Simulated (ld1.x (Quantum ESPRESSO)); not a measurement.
## Reading a pseudo-wave (B (Z = 5))

Columns: radius, all-electron u(r) and pseudo u(r) of the 2p shell (level -13.37 eV) of boron in the configuration [He] 2s2 2p0; PBE, non-relativistic, PAW scheme, ld1.x (Quantum ESPRESSO) 7.5.

| r (bohr) | all-electron | pseudo |
| --- | --- | --- |
| 0.098 | 0.0324 | 0.0099 |
| 0.195 | 0.1031 | 0.0387 |
| 0.292 | 0.1886 | 0.0846 |
| 0.390 | 0.2774 | 0.1452 |
| 0.488 | 0.3616 | 0.2165 |
| 0.585 | 0.4369 | 0.2933 |
| 0.682 | 0.5024 | 0.3719 |
| 0.780 | 0.5583 | 0.4490 |
| 0.878 | 0.6050 | 0.5198 |
| 0.975 | 0.6428 | 0.5807 |
| 1.072 | 0.6719 | 0.6305 |
| 1.170 | 0.6927 | 0.6684 |
| 1.268 | 0.7055 | 0.6937 |
| 1.365 | 0.7111 | 0.7072 |
| 1.463 | 0.7104 | 0.7106 |
| 1.560 | 0.7042 | 0.7058 |
| 1.658 | 0.6933 | 0.6946 |
| 1.755 | 0.6786 | 0.6792 |
| 1.852 | 0.6608 | 0.6609 |
| 1.950 | 0.6402 | 0.6402 |
| 2.047 | 0.6180 | 0.6180 |
| 2.145 | 0.5942 | 0.5942 |
| 2.242 | 0.5696 | 0.5696 |
| 2.340 | 0.5443 | 0.5443 |
| 2.438 | 0.5188 | 0.5188 |
| 2.535 | 0.4936 | 0.4936 |

(1) How many radial nodes do the two functions have?

(2) At about which radius was the pseudo-wave matched?

(3) Where does each function peak?

(4) Is the pseudo-wave norm-conserving?

Results:

(1) The all-electron 2p function has n − l − 1 = 0; the pseudo-wave has 0.

(2) 1.95 bohr. The columns agree to 0.0005 from 1.85 bohr on; several derivatives are matched, so the curves merge somewhat inside the radius.

(3) Outermost all-electron maximum near 1.36 bohr, pseudo maximum near 1.46 bohr (to the table’s step).

(4) No, it belongs to a PAW set: the norm inside the radius is not constrained, and the difference is carried by the augmentation charge.
